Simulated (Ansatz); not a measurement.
`O[Si](O)(O)[SeH]` + H₂Se → `[SeH][SeH]` + `O[SiH](O)O`  (ligand exchange at the Se–Si bond)

Isolated molecules relaxed with PBE0-D4/def2-TZVP in Ansatz; ΔE leaves out vibrations. CBS: MP2 limit from def2 TZ/QZ plus the TZ coupled-cluster correction, frozen cores. Functionals use def2-TZVPP. For Se outer-core shells are correlated without core-valence functions, which leaves a few kJ/mol of doubt a bond. Scalar relativity is left out up to krypton. One conformer a species, not always the lowest.

Question: Is it downhill or uphill in electronic energy at CCSD(T)/CBS, and by how much? (Best estimate.)

Answer: Ansatz gave: Uphill: ΔE = +0.68 eV.

Question: What do these levels give: revPBE-D4, B97M-V, PBE0-D4, CAM-B3LYP-D4, CCSD(T)/def2-SVP, MP2/def2-TZVPP? (An estimate is asked.)

Answer: Ansatz gave: revPBE-D4 0.64, B97M-V 0.68, PBE0-D4 0.66, CAM-B3LYP-D4 0.64, CCSD(T)/def2-SVP 0.71, MP2/def2-TZVPP 0.72 eV.

Question: What do rigid-rotor, harmonic-oscillator terms from PBE0-D4/def2-TZVP frequencies (298.15 K, 1 bar) make of the CCSD(T)/CBS value? (An estimate is asked.)

Answer: Computed: ΔZPE = +0.06 eV, ΔH = +0.71 eV, ΔS = 4 J/(mol·K), ΔG = +0.70 eV.

Largest T1 diagnostic among the species: 0.011.

From BLYP to BHLYP (50 % exact exchange), in def2-TZVPP and without D4, ΔE moves by +0.11 eV. Leaving LDA and LC-ωPBE aside and taking each functional with its dispersion term where it has one, the values, not all of them listed here, spread over 0.14 eV, from BLYP-D4 to r2SCAN0-D4. LDA lies +0.13 eV from PBE without D4. The D4 term adds +0.07 eV with B3LYP and +0.04 eV with PBE0; it sums over pairs of atoms, weighted by their polarisabilities, and B3LYP, whose exchange is more repulsive, gets the larger term.

B3LYP here is the variant with VWN-RPA as its local correlation; programs differ in this.
